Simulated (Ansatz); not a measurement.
A set of 12 reactions (substitution), with CCSD(T)/CBS values in kJ/mol:

| reaction | ΔE |
| --- | --- |
| `CSC(C)N` + `O[CH2][GaH2]` → `CO[CH2][GaH2]` + `CC(N)S` | 44.2 |
| `OC[SiH](F)S` + H–F → `FC[SiH](F)S` + H₂O | 5.8 |
| `CC(F)(F)CF` + `C[O][Mg][OH]` → `C[O][Mg][O]C` + `FCC(F)F` | 90.0 |
| `NB(F)[CH2][GeH3]` + `C1=CN1` → `[GeH3][CH2]N1C=C1` + `NBF` | 77.2 |
| `BNCCN` + H₂Te → `BNC[TeH]` + CH₃NH₂ | 11.3 |
| `C=NB(C)[SiH3]` + `OC1=C(F)C1` → `COC1=C(F)C1` + `C=NB[SiH3]` | 84.0 |
| `OBCCO` + H₂Te → `OC[TeH]` + `CBO` | -8.6 |
| `N=[C](F)[GeH3]` + H₂S → `N=[C](S)[GeH3]` + H–F | -21.1 |
| `OC[SiH](F)F` + `[OH][AlH2]` → `F[SiH](F)C[O][AlH2]` + H₂O | -3.3 |
| `BC[CH2][ZnH]` + H₂S → `S[CH2][ZnH]` + `BC` | -6.9 |
| `C[SiH](F)[GeH3]` + `C[O][Mg][OH]` → `C[O][Mg][O]C` + `F[SiH2][GeH3]` | 110.5 |
| `CC=[Se]` + CH₃NH₂ → `CNC=[Se]` + CH₄ | -75.8 |

Isolated molecules relaxed with PBE0-D4/def2-TZVP in Ansatz; ΔE leaves out vibrations. CBS: MP2 limit from def2 TZ/QZ plus the TZ coupled-cluster correction, frozen cores. This one scheme is used for every species. Functionals use def2-TZVPP. Elements past krypton have def2 core potentials. For Ga, Ge, Mg, Se, Te, Zn outer-core shells are correlated without core-valence functions, which leaves a few kJ/mol of doubt a bond. Scalar relativity is left out up to krypton. One conformer a species, not always the lowest.

**Question.** Give the mean, mean absolute and largest difference (level minus CCSD(T)/CBS, kJ/mol) for: r2SCAN-D4, PBE0-D4, ωB97X-V, r2SCAN, PBE0, HF/def2-TZVPP, MP2/def2-TZVPP, SCS-MP2/def2-TZVPP, CCSD/def2-TZVPP, HF/def2-QZVPP, MP2/def2-QZVPP, SCS-MP2/def2-QZVPP, MP2/CBS(def2), CCSD/CBS(def2). (Best estimate.)

**Answer.** The calculation gave: 
| level | mean | mean absolute | largest |
| --- | --- | --- | --- |
| r2SCAN-D4 | -0.6 | 4.5 | -19.9 |
| PBE0-D4 | -0.2 | 3.6 | -14.8 |
| ωB97X-V | 0.6 | 6.6 | 21.4 |
| r2SCAN | -0.7 | 4.9 | -19.1 |
| PBE0 | -0.1 | 4.8 | 13.5 |
| HF/def2-TZVPP | -1.9 | 13.0 | 34.4 |
| MP2/def2-TZVPP | 0.3 | 2.8 | -6.1 |
| SCS-MP2/def2-TZVPP | -1.1 | 2.9 | -5.4 |
| CCSD/def2-TZVPP | 1.4 | 5.0 | 12.1 |
| HF/def2-QZVPP | -2.3 | 13.0 | 34.9 |
| MP2/def2-QZVPP | -0.3 | 4.1 | -9.3 |
| SCS-MP2/def2-QZVPP | -1.6 | 1.7 | -4.5 |
| MP2/CBS(def2) | -0.5 | 5.5 | -12.6 |
| CCSD/CBS(def2) | 0.6 | 1.8 | 4.8 |

The largest T1 diagnostic in the set is 0.017, for `C=NB[SiH3]` (customary mark 0.02).

CCSD(T)/CBS is a level of theory with its own doubt, and the functionals carry their triple-zeta basis error, so these figures describe this set and don't rank the functionals.
